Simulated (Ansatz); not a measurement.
C$_{3}$H$_{4}$Cl$_{2}$Si (SMILES C#C[Si](C)(Cl)Cl), singlet, geometry from GFN2-xTB, with bond 10-4 at 1.4 times its length; SC-NEVPT2/STO-3G, CASSCF(4,4) (Ansatz, a program for electronic structure).

The Ansatz input:
Ansatz 0.2 input:
```yaml
crystal:
  periodic: [false, false, false]
  atoms:
    - {symbol: C, position_ang: [2.57026702, 1.18784562, 0.93115484]}
    - {symbol: C, position_ang: [1.48646025, 0.77369963, 0.61717068]}
    - {symbol: Si, position_ang: [-0.17777366, 0.12643915, 0.12476743]}
    - {symbol: C, position_ang: [-1.55300848, 1.05654807, 1.04641500]}
    - {symbol: Cl, position_ang: [-0.24032750, -1.85188580, 0.57157115]}
    - {symbol: Cl, position_ang: [-0.37962100, 0.37086767, -1.87943528]}
    - {symbol: H, position_ang: [3.51845357, 1.55134298, 1.20691454]}
    - {symbol: H, position_ang: [-1.52515559, 2.11909091, 0.82346986]}
    - {symbol: H, position_ang: [-2.53627279, 0.68630453, 0.76653087]}
    - {symbol: H, position_ang: [-1.41073149, 0.89598718, 2.55165702]}
basis:
  gaussian:
    orbitals: STO-3G
magnetization: {spin_polarized: false}
correlation: {method: sc_nevpt2, electrons: all, active_space: {window: {electrons: 4, orbitals: 4}}}
```

It wrote (shortened):

```
Functional definition: HF
550 factors; integrals over basis functions are off by at most 3.7e-5 eV
mean field evaluation 1: about -35624.5369 eV, gradient 2.5e1 eV
mean field evaluation 2: about -35624.5894 eV, gradient 2.5e1 eV
mean field evaluation 4: about -35627.2603 eV, gradient 3.7e0 eV
mean field evaluation 8: about -35627.2982 eV, gradient 7.4e-5 eV
mean field -35627.29819812 eV, -1309.2790597309 hartree, gradient 1.5e-6 eV, S^2 0.000000; 0 other end points of the search recorded, 0 dependent functions left out; unrestricted orbitals would lower it
reference -35627.29819812 eV, -1309.2790597309 hartree; 35, 35 occupied and 11, 11 virtual orbitals, 550 factors
state -35629.70919674 eV, -1309.3676622959 hartree
state -35629.70919674 eV, -1309.3676622959 hartree; corrected -35634.41971916 eV, -1309.5407708021 hartree
Total energy: -35634.41971916 eV, -1309.5407708021 hartree
```
